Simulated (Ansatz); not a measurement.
Breaking the P1–N2 bond in PN (multiplicity 1 held). Energies count from the point at 1.483 Å.


U- levels take the lowest unrestricted solution at each point, which mixes spins at long bonds. Active spaces are followed from rest. Curves can end on different states.

Cores are frozen in the correlated methods.

Programs: Ansatz (a quantum-chemistry and plane-wave program). Values without a source in brackets are computed.

Give the energy at R = 5.931 Å at the level U-CCSD(T)/cc-pV(D+d)Z.

116.5 kcal/mol

Predict the energy at R = 5.931 Å from FIC-MRCISD+Q on CASSCF(10,8)/cc-pV(D+d)Z.

117.0 kcal/mol

Doubts at one or more of the structures used: a spin-contaminated determinant (U-CCSD(T)/cc-pV(D+d)Z); T1 above 0.05 (U-CCSD(T)/cc-pV(D+d)Z).
